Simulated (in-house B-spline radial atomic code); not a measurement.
Ionisation energies with and without relativity, with size and susceptibility from the Dirac run. Dirac energy differences include first-order Breit, QED and recoil terms. NIST's values go from ground level to ground level; the uncertainty of those that are theory runs from under 0.1 % in few-electron ions to several per cent in heavy many-electron ones. Computed with an all-electron radial atomic-structure program (B-spline basis): non-relativistic Hartree-Fock and Dirac-Hartree-Fock, averages of the configuration (point nuclei without relativity, finite nuclei with it).

```tsv
ion	configuration	configuration after	ionisation non-relativistic (eV)	ionisation Dirac Breit and QED (eV)	tabulated value (eV)	radius at density 0.001 (bohr)	diamagnetic susceptibility (10⁻⁶ cm³/mol)
Sc2+	[Ar] 3d1	[Ne] 3s2 3p6	23.88	23.74	24.75684	3.081	-12.843
Ti2+	[Ar] 3d2	[Ar] 3d1	?	?	?	?	?
V2+	[Ar] 3d3	[Ar] 3d2	?	?	?	?	?
Cr2+	[Ar] 3d4	[Ar] 3d3	28.94	28.75	30.959	3.058	-12.988
Mn2+	[Ar] 3d5	[Ar] 3d4	?	?	?	?	?
Fe2+	[Ar] 3d6	[Ar] 3d5	31.95	31.72	30.651	2.969	-12.614
Co2+	[Ar] 3d7	[Ar] 3d6	33.38	33.13	33.5	2.922	-12.388
Ni2+	[Ar] 3d8	[Ar] 3d7	34.78	34.50	35.187	2.875	-12.151
Cu2+	[Ar] 3d9	[Ar] 3d8	36.14	35.84	36.841	2.829	-11.91
Zn2+	[Ar] 3d10	[Ar] 3d9	37.48	37.15	39.7233	2.785	-11.669
```

Task: Fill in the row of Ti2+.

Result: ionisation non-relativistic (eV): 25.67; ionisation Dirac Breit and QED (eV): 25.52; tabulated value (eV): 27.49171; radius at density 0.001 (bohr): 3.107; diamagnetic susceptibility (10⁻⁶ cm³/mol): -13.074.

Task: Fill in the row of V2+.

Result: ionisation non-relativistic (eV): 27.34; ionisation Dirac Breit and QED (eV): 27.18; tabulated value (eV): 29.3111; radius at density 0.001 (bohr): 3.092; diamagnetic susceptibility (10⁻⁶ cm³/mol): -13.089.

Task: Fill in the row of Mn2+.

Result: ionisation non-relativistic (eV): 30.47; ionisation Dirac Breit and QED (eV): 30.26; tabulated value (eV): 33.668; radius at density 0.001 (bohr): 3.015; diamagnetic susceptibility (10⁻⁶ cm³/mol): -12.82.
